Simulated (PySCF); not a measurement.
## Calculated data, AlH4N

Computed with PySCF 2.14.0. Calculation on a computer-drawn molecule: vertical ionisation energy to the stated ion spin, frozen-core CCSD(T) at the basis limit and cheaper methods, single-reference cases, UHF for radicals, no spin-orbit; all values are single points at the evaluated structure, the first of each entry, which is the reference or a displaced copy of it and isn't optimised; the reference structure only sets the zero of the energies above reference; triples share is (T) over the correlation energy.

Common to all runs: charge 0; multiplicity 1; ion multiplicity 2; diffuse functions no; basis cc-pV(n+d)Z; reference is the Hartree-Fock double-zeta minimum; best is HF at quadruple zeta + MP2 correlation extrapolated from triple and quadruple zeta + CCSD(T) minus MP2 at triple zeta; basis step is the size of the change from the same recipe one zeta lower.

(1) 
```xyz
6
formula=AlH4N ionisation_energy_best=10.33 ionisation_energy_basis_step=0.0484 energy_above_reference_best=4.179 energy_above_reference_basis_step=0.1384 ionisation_energy_Koopmans_at_triple_zeta=11.03 ionisation_energy_EOM_CCSD_at_triple_zeta=10.18 total_energy_HF_triple_zeta=-298.7484 total_energy_CCSD(T)_triple_zeta=-299.0912 total_energy_best=-299.1357 T1_diagnostic_at_triple_zeta=0.01096 D1_diagnostic_at_triple_zeta=0.02965 ion_T1_diagnostic_at_triple_zeta=0.008655 ion_D1_diagnostic_at_triple_zeta=0.01864 ion_spin_squared_at_triple_zeta=0.7588 triples_share_at_triple_zeta=0.03119 basis_functions_triple_zeta=125 dipole_magnitude_HF_at_triple_zeta=1.317 dipole_magnitude_CCSD_unrelaxed_at_triple_zeta=1.413 dipole_magnitude_PBE_at_triple_zeta=1.55 dipole_magnitude_r2SCAN_at_triple_zeta=1.516 dipole_magnitude_B3LYP_at_triple_zeta=1.462 dipole_magnitude_wB97X_at_triple_zeta=1.425
N      0.4184     0.4994     1.3197
Al     1.9627     0.7723     2.0084
H     -0.4450     1.0852     1.5112
H      0.2009    -0.1116     0.5238
H      1.9933     1.8381     3.1147
H      3.1459    -0.0580     1.5839
```

Units: ionisation_energy_best, ionisation_energy_basis_step, ionisation_energy_Koopmans_at_triple_zeta, ionisation_energy_EOM_CCSD_at_triple_zeta in eV; energy_above_reference_best, energy_above_reference_basis_step in kcal/mol; total_energy_HF_triple_zeta, total_energy_CCSD(T)_triple_zeta, total_energy_best in hartree; dipole_magnitude_HF_at_triple_zeta, dipole_magnitude_CCSD_unrelaxed_at_triple_zeta, dipole_magnitude_PBE_at_triple_zeta, dipole_magnitude_r2SCAN_at_triple_zeta, dipole_magnitude_B3LYP_at_triple_zeta, dipole_magnitude_wB97X_at_triple_zeta in debye.

Reference structure:
```xyz
6
AlH4N
N      0.3971     0.5293     1.3036
Al     1.9678     0.8001     2.0579
H     -0.4494     1.0140     1.5377
H      0.2117    -0.1334     0.5737
H      2.0780     1.8878     3.1967
H      3.1978    -0.0566     1.5627
```

Drawn bonds:
| atom | other atom | order |
| --- | --- | --- |
| 1 | 2 | 1 |
| 1 | 3 | 1 |
| 1 | 4 | 1 |
| 2 | 5 | 1 |
| 2 | 6 | 1 |

Triple zeta:
| method | ionisation energy (eV) | energy above reference (kcal/mol) |
| --- | --- | --- |
| HF | 8.627 | 5.053 |
| PBE | 9.922 | 3.981 |
| r2SCAN | 10.01 | 3.915 |
| B3LYP | 10.24 | 3.838 |
| wB97X | 10.2 | 3.936 |
| MP2 | 10.28 | 4.063 |
| CCSD | 10.04 | 4.192 |
| CCSD(T) | 10.15 | 4.1 |

(2) 
```xyz
6
formula=AlH4N ionisation_energy_best=10.29 ionisation_energy_basis_step=0.04969 energy_above_reference_best=10.58 energy_above_reference_basis_step=0.3097 ionisation_energy_Koopmans_at_triple_zeta=10.97 ionisation_energy_EOM_CCSD_at_triple_zeta=10.14 total_energy_HF_triple_zeta=-298.7381 total_energy_CCSD(T)_triple_zeta=-299.0810 total_energy_best=-299.1255 T1_diagnostic_at_triple_zeta=0.0109 D1_diagnostic_at_triple_zeta=0.0297 ion_T1_diagnostic_at_triple_zeta=0.008475 ion_D1_diagnostic_at_triple_zeta=0.01802 ion_spin_squared_at_triple_zeta=0.7588 triples_share_at_triple_zeta=0.03107 basis_functions_triple_zeta=125 dipole_magnitude_HF_at_triple_zeta=1.257 dipole_magnitude_CCSD_unrelaxed_at_triple_zeta=1.351 dipole_magnitude_PBE_at_triple_zeta=1.491 dipole_magnitude_r2SCAN_at_triple_zeta=1.452 dipole_magnitude_B3LYP_at_triple_zeta=1.402 dipole_magnitude_wB97X_at_triple_zeta=1.364
N      0.4184     0.4994     1.3197
Al     1.9627     0.7723     2.0084
H     -0.4450     1.0852     1.5112
H      0.2009    -0.1116     0.5238
H      1.9933     1.8381     3.1147
H      3.0556     0.0054     1.6163
```

Units: ionisation_energy_best, ionisation_energy_basis_step, ionisation_energy_Koopmans_at_triple_zeta, ionisation_energy_EOM_CCSD_at_triple_zeta in eV; energy_above_reference_best, energy_above_reference_basis_step in kcal/mol; total_energy_HF_triple_zeta, total_energy_CCSD(T)_triple_zeta, total_energy_best in hartree; dipole_magnitude_HF_at_triple_zeta, dipole_magnitude_CCSD_unrelaxed_at_triple_zeta, dipole_magnitude_PBE_at_triple_zeta, dipole_magnitude_r2SCAN_at_triple_zeta, dipole_magnitude_B3LYP_at_triple_zeta, dipole_magnitude_wB97X_at_triple_zeta in debye.

Reference structure:
```xyz
6
AlH4N
N      0.3971     0.5293     1.3036
Al     1.9678     0.8001     2.0579
H     -0.4494     1.0140     1.5377
H      0.2117    -0.1334     0.5737
H      2.0780     1.8878     3.1967
H      3.1978    -0.0566     1.5627
```

Drawn bonds:
| atom | other atom | order |
| --- | --- | --- |
| 1 | 2 | 1 |
| 1 | 3 | 1 |
| 1 | 4 | 1 |
| 2 | 5 | 1 |
| 2 | 6 | 1 |

Triple zeta:
| method | ionisation energy (eV) | energy above reference (kcal/mol) |
| --- | --- | --- |
| HF | 8.582 | 11.5 |
| PBE | 9.928 | 10.62 |
| r2SCAN | 9.999 | 10.26 |
| B3LYP | 10.2 | 9.956 |
| wB97X | 10.16 | 10.15 |
| MP2 | 10.24 | 10.31 |
| CCSD | 10 | 10.53 |
| CCSD(T) | 10.11 | 10.47 |

(3) 
```xyz
6
formula=AlH4N ionisation_energy_best=10.34 ionisation_energy_basis_step=0.0482 energy_above_reference_best=3.757 energy_above_reference_basis_step=0.1168 ionisation_energy_Koopmans_at_triple_zeta=11.04 ionisation_energy_EOM_CCSD_at_triple_zeta=10.19 total_energy_HF_triple_zeta=-298.7491 total_energy_CCSD(T)_triple_zeta=-299.0918 total_energy_best=-299.1363 T1_diagnostic_at_triple_zeta=0.01098 D1_diagnostic_at_triple_zeta=0.02964 ion_T1_diagnostic_at_triple_zeta=0.008693 ion_D1_diagnostic_at_triple_zeta=0.01879 ion_spin_squared_at_triple_zeta=0.7588 triples_share_at_triple_zeta=0.03121 basis_functions_triple_zeta=125 dipole_magnitude_HF_at_triple_zeta=1.33 dipole_magnitude_CCSD_unrelaxed_at_triple_zeta=1.426 dipole_magnitude_PBE_at_triple_zeta=1.562 dipole_magnitude_r2SCAN_at_triple_zeta=1.529 dipole_magnitude_B3LYP_at_triple_zeta=1.475 dipole_magnitude_wB97X_at_triple_zeta=1.438
N      0.4184     0.4994     1.3197
Al     1.9627     0.7723     2.0084
H     -0.4450     1.0852     1.5112
H      0.2009    -0.1116     0.5238
H      1.9933     1.8381     3.1147
H      3.1600    -0.0679     1.5788
```

Units: ionisation_energy_best, ionisation_energy_basis_step, ionisation_energy_Koopmans_at_triple_zeta, ionisation_energy_EOM_CCSD_at_triple_zeta in eV; energy_above_reference_best, energy_above_reference_basis_step in kcal/mol; total_energy_HF_triple_zeta, total_energy_CCSD(T)_triple_zeta, total_energy_best in hartree; dipole_magnitude_HF_at_triple_zeta, dipole_magnitude_CCSD_unrelaxed_at_triple_zeta, dipole_magnitude_PBE_at_triple_zeta, dipole_magnitude_r2SCAN_at_triple_zeta, dipole_magnitude_B3LYP_at_triple_zeta, dipole_magnitude_wB97X_at_triple_zeta in debye.

Reference structure:
```xyz
6
AlH4N
N      0.3971     0.5293     1.3036
Al     1.9678     0.8001     2.0579
H     -0.4494     1.0140     1.5377
H      0.2117    -0.1334     0.5737
H      2.0780     1.8878     3.1967
H      3.1978    -0.0566     1.5627
```

Drawn bonds:
| atom | other atom | order |
| --- | --- | --- |
| 1 | 2 | 1 |
| 1 | 3 | 1 |
| 1 | 4 | 1 |
| 2 | 5 | 1 |
| 2 | 6 | 1 |

Triple zeta:
| method | ionisation energy (eV) | energy above reference (kcal/mol) |
| --- | --- | --- |
| HF | 8.634 | 4.633 |
| PBE | 10.25 | 3.503 |
| r2SCAN | 10.01 | 3.49 |
| B3LYP | 10.25 | 3.444 |
| wB97X | 10.2 | 3.532 |
| MP2 | 10.29 | 3.666 |
| CCSD | 10.05 | 3.775 |
| CCSD(T) | 10.16 | 3.679 |
